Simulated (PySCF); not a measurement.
2-methylidenethietane (C4H6S), SMILES C=C1CCS1.

Coordinates come from a B3LYP-D3(BJ)/def2-SVP optimisation.

Computed with PySCF with B3LYP-D3(BJ)/def2-SVP.

Frequencies are harmonic and unscaled.

Task: List the normal modes with their intensities. (The exact figures need the calculation; the answer reports its results.)

Result: 
```csv
mode,ν (cm⁻¹),IR (km/mol),Raman (Å⁴/amu),depolarisation,moving atoms (share of kinetic energy)
1,67,0.1,1.0,0.75,"H 46 %, C 45 %, S 8 %"
2,331,0.3,4.4,0.69,"C 45 %, H 34 %, S 21 %"
3,420,7.0,4.2,0.75,"C 66 %, H 32 %"
4,552,1.0,10.1,0.74,"C 56 %, S 36 %, H 9 %"
5,657,0.2,3.2,0.75,H 96 %
6,658,17.5,5.7,0.16,"C 51 %, S 33 %, H 16 %"
7,742,4.0,20.3,0.22,"C 76 %, S 12 %, H 12 %"
8,790,0.4,0.3,0.75,"H 87 %, C 12 %"
9,846,44.0,1.9,0.75,"H 73 %, C 27 %"
10,895,0.6,4.4,0.14,"C 51 %, H 49 %"
11,955,0.8,5.6,0.75,"H 71 %, C 28 %"
12,978,0.1,8.6,0.41,"C 62 %, H 38 %"
13,1086,0.0,4.7,0.75,"H 82 %, C 18 %"
14,1154,28.0,1.5,0.64,"C 61 %, H 39 %"
15,1207,0.1,6.4,0.75,"H 86 %, C 14 %"
16,1231,3.7,2.8,0.54,"H 62 %, C 37 %"
17,1268,0.9,2.8,0.65,"H 63 %, C 37 %"
18,1401,0.6,24.0,0.53,"H 86 %, C 14 %"
19,1439,3.2,15.6,0.69,H 92 %
20,1472,0.1,14.7,0.55,"H 90 %, C 10 %"
21,1720,87.8,29.7,0.21,C 93 %
22,3049,17.4,110.5,0.13,H 95 %
23,3078,30.5,168.5,0.08,H 95 %
24,3100,5.5,70.2,0.75,"H 90 %, C 10 %"
25,3140,0.6,133.5,0.11,H 95 %
26,3143,10.8,100.3,0.75,"H 90 %, C 10 %"
27,3237,3.1,92.4,0.75,"H 89 %, C 11 %"
```
